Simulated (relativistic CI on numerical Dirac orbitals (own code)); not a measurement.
Lu¹²⁺: sensitivity of the levels to the model

Base calculation: Dirac-Coulomb-Breit CI, orbitals from a KLI potential per configuration, a model potential for QED, unscaled Slater integrals.

CI space (outside the closed core [Ar] 3d10 4p6): 4s2.4d10.4f11.5s2, 4s2.4d10.4f10.5s2.5p, 4s2.4d10.4f13, 4s2.4d10.4f11.5s.5p, 4s2.4d10.4f12.5s, 4s2.4d10.4f10.5s.5p2, 4s2.4d10.4f12.5p, 4s2.4d10.4f11.5s.5d, 4s2.4d10.4f10.5s2.5d, 4s2.4d10.4f12.5d, 4s2.4d10.4f10.5s2.6s, 4s2.4d10.4f12.6s, 4s2.4d9.4f12.5s2, 4s.4d10.4f12.5s2, 4d10.4f13.5s2, 4d10.4f13.5s.5p, 4d10.4f14.5s, 4d10.4f13.5s.5d. Double excitations out of closed p, d and f shells are left out; levels of such configurations are missing from the list, as are those of other unlisted configurations, and high levels can miss mixing partners. Some configurations lack a partner that the ground configuration has and come out too high, among them 4s2.4d9.4f12.5s2.

Variants: (1) valence Slater integrals scaled by 0.9; (2) configuration mixing switched off; (3) non-relativistic limit. Shifts of the energy above 4s2.4d10.4f11.5s2 4I°_15/2, in cm⁻¹, for the lowest level and the first level of each name with at least 55 % of one term (blank where a level changes its place among those of its configuration and J or its character, or is not in the variant):

| Level | Base | Δ(1) | Δ(2) | Δ(3) |
| --- | --- | --- | --- | --- |
| 4s2.4d10.4f11.5s2 4I°_15/2 | 0.0 | 0.0 | 0.0 | 0.0 |
| 4s2.4d10.4f11.5s2 4I°_13/2 | 10306.0 | +53.8 | -15.9 | -10306.0 |
| 4s2.4d10.4f11.5s2 4I°_11/2 | 15925.7 | -443.2 | +28.0 | -15925.7 |
| 4s2.4d10.4f11.5s2 4F°_9/2 | 24921.6 | -1588.6 | +417.9 | -1729.5 |
| 4s2.4d10.4f11.5s2 2H°_11/2 | 30413.1 | -2070.2 | +348.3 | -6752.2 |
| 4s2.4d10.4f11.5s2 4S°_3/2 | 30713.0 | -2730.7 | +572.6 | -7523.6 |
| 4s2.4d10.4f11.5s2 4F°_7/2 | 33790.1 | -2229.5 | +583.5 | -10598.0 |
| 4s2.4d10.4f11.5s2 4F°_5/2 | 36579.7 | -2524.5 | +626.7 | -13387.6 |
| 4s2.4d10.4f11.5s2 4F°_3/2 | 36991.3 | -2544.6 | +587.9 | -13799.2 |
| 4s2.4d10.4f11.5s2 2K°_15/2 | 42145.1 | -3308.3 | +459.0 | -6890.0 |
| 4s2.4d10.4f11.5s2 4G°_11/2 | 42888.8 | -3067.0 | +847.4 | -6534.7 |
| 4s2.4d10.4f11.5s2 2G°_7/2 | 44607.4 | -3133.7 | +681.7 | -13350.8 |
| 4s2.4d10.4f11.5s2 4G°_9/2 | 45221.1 | -2991.4 | +876.7 |  |
| 4s2.4d10.4f10.5s2.5p 6P°_3/2 | 49235.2 | +276.8 | -365.2 |  |
| 4s2.4d10.4f11.5s2 2K°_13/2 | 50548.6 | -3483.2 | +450.0 | -15293.5 |
| 4s2.4d10.4f11.5s2 2P°_1/2 | 53577.5 | -4142.0 | +683.4 | -10599.3 |
| 4s2.4d10.4f11.5s2 4G°_7/2 | 54946.2 | -3238.9 | +881.9 | -18592.0 |
| 4s2.4d10.4f11.5s2 4G°_5/2 | 55252.3 | -3911.9 | +936.6 | -18898.1 |
| 4s2.4d10.4f11.5s2 2D°_5/2 | 56384.0 |  | +843.0 | -13498.8 |
| 4s2.4d10.4f11.5s2 2L°_17/2 | 64719.8 | -5340.0 | +1190.3 | -6897.2 |
| 4s2.4d10.4f11.5s2 2I°_11/2 | 64782.8 | -5565.8 | +1045.6 | -8053.1 |
| 4s2.4d10.4f11.5s2 4D°_7/2 | 66122.8 | -5691.5 | +1622.4 | -6625.0 |

At this charge transitions that keep the count of f electrons are usually good to a few per cent. Terms inside the open d or f shell come out 10 to 20 % too wide with unscaled integrals. Levels and lines within the n = 5 or 6 shells can be off by up to 10 % or somewhat more, and those that change n by about 2 %, since core polarisation is missing. Levels that differ in their count of f electrons can be misplaced by several ten thousand cm⁻¹, since the correlation energy of f electrons is missing or only estimated; rates across such gaps can be off by orders of magnitude.

Ionisation energy from one configuration of each of the two ions, the ground ones as tabulated or assumed: base 246.016 eV; valence Slater integrals scaled by 0.9 246.295 eV. The NIST ASD value (theoretical) is 276 ± 14 eV. The gap of more than 2 % comes from missing correlation, or from a tabulated value that is itself an estimate.

LS names give the leading component of a level, which can be under half, so a name can repeat, a term be missing and a line seem to break the LS rules.
